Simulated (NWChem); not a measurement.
System: C3H7FSi; SMILES F[SiH]1CCC1

The following NWChem deck was run.

```
start job
memory heap 200 mb stack 900 mb global 1100 mb
geometry units angstroms noautoz
  F     -0.264696    -2.048861     0.000000
  Si     0.431069    -0.583999     0.000000
  C     -0.178355     0.725870     1.212437
  C     -0.105122     1.722485     0.000000
  C     -0.178355     0.725870    -1.212437
  H      1.903781    -0.816946     0.000000
  H      0.396888     1.003379     2.099345
  H     -1.219286     0.556541     1.511731
  H     -0.894843     2.481614     0.000000
  H      0.855405     2.249760     0.000000
  H     -1.219286     0.556541    -1.511731
  H      0.396888     1.003379    -2.099345
end
basis spherical
  F library def2-svp
  Si library def2-svp
  C library def2-svp
  H library def2-svp
end
dft
  xc hfexch
  iterations 150
  mulliken
end
task dft energy
```

Excerpt of the output:

```
             Northwest Computational Chemistry Package (NWChem) 7.3.0
             --------------------------------------------------------

 CS  symmetry detected

                             Geometry "geometry" -> ""
                             -------------------------

 Output coordinates in angstroms (scale by  1.889725989 to convert to a.u.)

  No.       Tag          Charge          X              Y              Z
 ---- ---------------- ---------- -------------- -------------- --------------
    1 F                    9.0000    -0.35162096     2.02763090     0.00000000
    2 Si                  14.0000     0.38989750     0.58538959     0.00000000
    3 C                    6.0000    -0.17800411    -0.74300875     1.21243700
    4 C                    6.0000    -0.07344469    -1.73682556     0.00000000
    5 C                    6.0000    -0.17800411    -0.74300875    -1.21243700
    6 H                    1.0000     1.85454944     0.86456631     0.00000000
    7 H                    1.0000     0.40568697    -1.00227786     2.09934500
    8 H                    1.0000    -1.22374821    -0.60652090     1.51173100
    9 H                    1.0000    -0.83888537    -2.52043048     0.00000000
   10 H                    1.0000     0.90319951    -2.23361238     0.00000000
   11 H                    1.0000    -1.22374821    -0.60652090    -1.51173100
   12 H                    1.0000     0.40568697    -1.00227786    -2.09934500

 Effective nuclear repulsion energy (a.u.)     236.3887886971

      Symmetry information
      --------------------

 Group name             Cs
 Group number              2
 Group order               2
 No. of unique centers     9

  xc_inp: hfexch multiplicative factor not found.

                                 NWChem DFT Module
                                 -----------------

 Summary of "ao basis" -> "ao basis" (spherical)
 ------------------------------------------------------------------------------
       Tag                 Description            Shells   Functions and Types
 ---------------- ------------------------------  ------  ---------------------
 F                          def2-svp                 6       14   3s2p1d
 Si                         def2-svp                 8       18   4s3p1d
 C                          def2-svp                 6       14   3s2p1d
 H                          def2-svp                 3        5   2s1p

      Symmetry analysis of basis
      --------------------------

        a'         69
        a"         40

            General Information
            -------------------
          SCF calculation type: DFT
          Wavefunction type:  closed shell.
          No. of atoms     :    12
          No. of electrons :    48
           Alpha electrons :    24
            Beta electrons :    24
          Charge           :     0
          Spin multiplicity:     1
          Use of symmetry is: on ; symmetry adaption is: on
          Maximum number of iterations: 150
          AO basis - number of functions:   109
                     number of shells:    53
          Convergence on energy requested:  1.00D-06
          Convergence on density requested:  1.00D-05
          Convergence on gradient requested:  5.00D-04

              XC Information
              --------------
                     Hartree-Fock (Exact) Exchange  1.000

      Superposition of Atomic Density Guess
      -------------------------------------

 Sum of atomic energies:        -504.40044035

      Non-variational initial energy
      ------------------------------

 Total energy =    -507.167537
 1-e energy   =   -1163.929287
 2-e energy   =     420.372961
 HOMO         =      -0.330189
 LUMO         =       0.063943

      Symmetry analysis of molecular orbitals - initial
      -------------------------------------------------

  Numbering of irreducible representations:

     1 a'          2 a"

  Orbital symmetries:

     1 a'          2 a'          3 a'          4 a"          5 a'
     6 a'          7 a'          8 a'          9 a"         10 a'
    11 a'         12 a"         13 a'         14 a'         15 a'
    16 a"         17 a'         18 a'         19 a'         20 a"
    21 a"         22 a'         23 a"         24 a'         25 a'
    26 a"         27 a'         28 a'         29 a'         30 a"
    31 a'         32 a'         33 a"         34 a'

     ---------------------------------------------
      Total Density - Mulliken Population Analysis
     ---------------------------------------------

    Atom       Charge   Shell Charges
 -----------   ------   -------------------------------------------------------
    1 F    9     9.57   1.99  1.15  0.78  3.52  2.13  0.00
    2 Si  14    12.88   2.00  1.99  0.93  0.23  5.93  0.94  0.58  0.26
    3 C    6     6.50   1.99  0.98  0.30  2.07  1.15  0.02
    4 C    6     6.17   1.99  0.95  0.23  1.95  1.01  0.04
    5 C    6     6.50   1.99  0.98  0.30  2.07  1.15  0.02
    6 H    1     1.09   0.70  0.38  0.01
    7 H    1     0.87   0.66  0.18  0.03
    8 H    1     0.87   0.66  0.19  0.03
    9 H    1     0.89   0.68  0.19  0.02
   10 H    1     0.89   0.68  0.19  0.02
   11 H    1     0.87   0.66  0.19  0.03
   12 H    1     0.87   0.66  0.18  0.03

   convergence    iter        energy       DeltaE   RMS-Dens  Diis-err
 ---------------- ----- ----------------- --------- --------- ---------
 d= 0,ls=0.0,diis     1   -505.7676745512 -7.42D+02  6.33D-03  4.80D-01
 d= 0,ls=0.0,diis     2   -505.8255803675 -5.79D-02  1.90D-03  1.10D-01
 d= 0,ls=0.0,diis     3   -505.8354444773 -9.86D-03  7.40D-04  6.90D-03
 d= 0,ls=0.0,diis     4   -505.8364450265 -1.00D-03  1.20D-04  1.64D-04
 d= 0,ls=0.0,diis     5   -505.8364735451 -2.85D-05  4.32D-05  1.31D-05
  Resetting Diis
 d= 0,ls=0.0,diis     6   -505.8364761507 -2.61D-06  1.21D-05  7.21D-07
 d= 0,ls=0.0,diis     7   -505.8364763596 -2.09D-07  2.82D-06  5.22D-08

         Total DFT energy =     -505.836476359564
      One electron energy =    -1167.876965901616
           Coulomb energy =      474.216801903266
    Exchange-Corr. energy =      -48.565101058349
 Nuclear repulsion energy =      236.388788697134

 Numeric. integr. density =        0.000000000000

                  Occupations of the irreducible representations
                  ----------------------------------------------

                     irrep           alpha         beta
                     --------     --------     --------
                     a'               17.0         17.0
                     a"                7.0          7.0

                       DFT Final Molecular Orbital Analysis
                       ------------------------------------

 Vector   22  Occ=2.000000D+00  E=-4.846896D-01  Symmetry=a"
              MO Center= -8.7D-02, -1.1D+00,  1.3D-15, r^2= 2.4D+00
   Bfn.  Coefficient  Atom+Function         Bfn.  Coefficient  Atom+Function
  ----- ------------  ---------------      ----- ------------  ---------------
    52      0.394087   4 C  pz               38     -0.263567   3 C  pz
    66     -0.263567   5 C  pz               55      0.188825   4 C  pz
    37     -0.173083   3 C  py               65      0.173083   5 C  py
    80     -0.160501   7 H  s               105      0.160501  12 H  s
    41     -0.155241   3 C  pz               69     -0.155241   5 C  pz

 Vector   23  Occ=2.000000D+00  E=-4.274329D-01  Symmetry=a"
              MO Center= -1.5D-02, -3.4D-01, -8.4D-14, r^2= 2.7D+00
   Bfn.  Coefficient  Atom+Function         Bfn.  Coefficient  Atom+Function
  ----- ------------  ---------------      ----- ------------  ---------------
    24      0.269914   2 Si pz               37      0.247265   3 C  py
    65     -0.247265   5 C  py               38     -0.192994   3 C  pz
    66     -0.192994   5 C  pz               35      0.190531   3 C  s
    63     -0.190531   5 C  s                40      0.173130   3 C  py
    68     -0.173130   5 C  py               21     -0.144363   2 Si pz

 Vector   24  Occ=2.000000D+00  E=-4.151428D-01  Symmetry=a'
              MO Center=  1.9D-01, -4.3D-01,  9.1D-14, r^2= 3.4D+00
   Bfn.  Coefficient  Atom+Function         Bfn.  Coefficient  Atom+Function
  ----- ------------  ---------------      ----- ------------  ---------------
    37      0.242430   3 C  py               51     -0.241884   4 C  py
    65      0.242430   5 C  py               75     -0.234746   6 H  s
    54     -0.207555   4 C  py               49     -0.202904   4 C  s
    90      0.203535   9 H  s                76     -0.197308   6 H  s
    22     -0.177196   2 Si px               40      0.168983   3 C  py

 Vector   25  Occ=0.000000D+00  E= 1.635769D-01  Symmetry=a'
              MO Center= -2.1D-01, -9.1D-01, -2.2D-16, r^2= 6.4D+00
   Bfn.  Coefficient  Atom+Function         Bfn.  Coefficient  Atom+Function
  ----- ------------  ---------------      ----- ------------  ---------------
    49      1.388186   4 C  s                91     -1.026860   9 H  s
    35      0.989779   3 C  s                63      0.989779   5 C  s
    26      0.898210   2 Si py               86     -0.706173   8 H  s
   101     -0.706173  11 H  s                96     -0.625258  10 H  s
    18     -0.473132   2 Si s                54     -0.402313   4 C  py

 Vector   26  Occ=0.000000D+00  E= 1.809753D-01  Symmetry=a"
              MO Center=  3.8D-01,  2.6D-01, -2.9D-13, r^2= 6.1D+00
   Bfn.  Coefficient  Atom+Function         Bfn.  Coefficient  Atom+Function
  ----- ------------  ---------------      ----- ------------  ---------------
    35      1.792692   3 C  s                63     -1.792692   5 C  s
    27     -1.237352   2 Si pz               81     -0.642304   7 H  s
   106      0.642304  12 H  s                86     -0.530225   8 H  s
   101      0.530225  11 H  s                55     -0.467094   4 C  pz
     9      0.192510   1 F  pz               40      0.142410   3 C  py

[...]
```

Level: Hartree-Fock/def2-SVP. Geometry: optimised at B3LYP/6-31G* (spherical d).
